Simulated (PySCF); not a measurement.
ClH3OSiTe, SMILES Cl[Te]O[SiH3].

The structure is a stationary point at B3LYP-D3(BJ)/def2-SVP. This is a generated structure with no PubChem entry under its InChIKey; it may be hypothetical. The def2 effective core potentials stand for the cores of Te; spin–orbit coupling is left out. The values are those of a single conformer.

Two levels are set side by side: TDDFT-PBE/def2-SVPD (PySCF) and TDDFT-B3LYP/def2-SVPD (PySCF). Vertical, same geometry. The lowest singlet is HOMO→LUMO 100 % with PBE and HOMO→LUMO 100 % with the other functional; states are paired by order. Differences are taken from unrounded values.

```tsv
quantity	TDDFT-B3LYP	TDDFT-PBE	TDDFT-PBE minus TDDFT-B3LYP
lowest singlet excitation (eV)	2.19	2.10	-0.09
lowest triplet excitation (TDA) (eV)	1.55	1.47	-0.08
first bright state (f over 0.05) (eV)	5.69	5.05	-0.64
its oscillator strength	0.05	0.05	0.00
```

Functionals without exact exchange tend to place singlet excitations lower, as here. Differences between two approximate levels are no errors against the true value.

Rough cost on one machine, each run with all the roots and properties that it gave: TDDFT-B3LYP against TDDFT-PBE about 4 times.
